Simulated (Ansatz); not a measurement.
`[OH][SbH][CH2][SiH3]` + HBr → `[OH][SbH][Br]` + `C[SiH3]` at 298.15 K and 1 bar (ligand exchange at the Sb–C bond).

Program: Ansatz. Geometries: PBE0-D4/def2-TZVP. ΔE: electronic, gas phase. CBS: MP2 limit from def2 TZ/QZ plus the TZ coupled-cluster correction, frozen cores. This one scheme is used for every species. Elements past krypton have def2 core potentials. For Br, Sb outer-core shells are correlated without core-valence functions, which leaves a few kJ/mol of doubt a bond. Scalar relativity is left out up to krypton. Each species was taken in one conformer, which may not be the lowest.

```json
{"species": "`[OH][SbH][CH2][SiH3]`", "CCSD(T)/CBS energy (Eh)": "-646.53718", "H − E (kJ/mol)": "211.7", "S (J/(mol·K))": "367.9"}
{"species": "HBr", "CCSD(T)/CBS energy (Eh)": "-2573.91920", "H − E (kJ/mol)": "24.6", "S (J/(mol·K))": "198.6"}
{"species": "`[OH][SbH][Br]`", "CCSD(T)/CBS energy (Eh)": "-2889.75660", "H − E (kJ/mol)": "71.2", "S (J/(mol·K))": "321.3"}
{"species": "`C[SiH3]`", "CCSD(T)/CBS energy (Eh)": "-330.73916", "H − E (kJ/mol)": "173.3", "S (J/(mol·K))": "255.5"}
```

H − E and S are ideal-gas, rigid-rotor, harmonic terms from PBE0-D4/def2-TZVP, for one conformer and one mirror image of each species. 1 Eh = 2625.50 kJ/mol, R = 8.31446 J/(mol·K).

**Question.** By hand: ΔE, ΔH, ΔS and ΔG.

**Answer.** ΔE = (-2889.75660) + (-330.73916) − (-646.53718) − (-2573.91920) = -0.03938 Eh = -103.4 kJ/mol. Δ(H − E) = 71.2 + 173.3 − 211.7 − 24.6 = 8.2, so ΔH = -95.2 kJ/mol. ΔS = 321.3 + 255.5 − 367.9 − 198.6 = 10.3 J/(mol·K). ΔG = -95.2 − 298.15 × (10.3)/1000 = -98.3 kJ/mol.

**Question.** By hand: the equilibrium constant, and the temperature at which ΔG would vanish if ΔH and ΔS stayed fixed.

**Answer.** log₁₀ K = −ΔG/(RT ln 10) = 17.2. ΔH and −TΔS have one sign here, so there is no such temperature.

The number of gas molecules stays the same, so ΔS is small and ΔH decides. A doubt of 5 kJ/mol in ΔE shifts log₁₀ K by 0.9 here. Other conformers and mirror images would add mixing entropy, several J/(mol·K) or more a flexible species. Modes under 60 cm⁻¹, often nearly free rotors, make the harmonic entropy too high. These are equilibria of isolated gas molecules and say nothing of rates. Largest T1 diagnostic: 0.014 (customary marks: 0.02 for closed shells, 0.045 for open ones).

ΔS is within the doubt of such terms, so its sign, and with it that verdict, could turn.
